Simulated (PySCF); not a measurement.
**Correlation energy of Sn (tin, neutral)**

[Kr] 4d10 5s1 5p2 6s1, high-spin 5P determinant (an excited configuration). Computed with PySCF 2.14 in aug-cc-pwCVTZ-PP with ECP28MDF, with scalar relativity through the core potential. Frozen: 4s2 4p6 4d10; 4 electrons correlated.

MP2 pair energies summed by pair of shells (mhartree):

| pair | energy | share (%) |
| --- | --- | --- |
| 5p-6s | -4.77 | 36.2 |
| 5p-5p | -4.27 | 32.4 |
| 5s-5p | -3.21 | 24.4 |
| 5s-6s | -0.91 | 6.9 |

Total MP2 correlation energy: -13.17 mhartree.

Same-spin part -13.17 and opposite-spin part 0.00 mhartree; SCS-MP2 scales them by 1/3 and 6/5 to -4.39 mhartree.
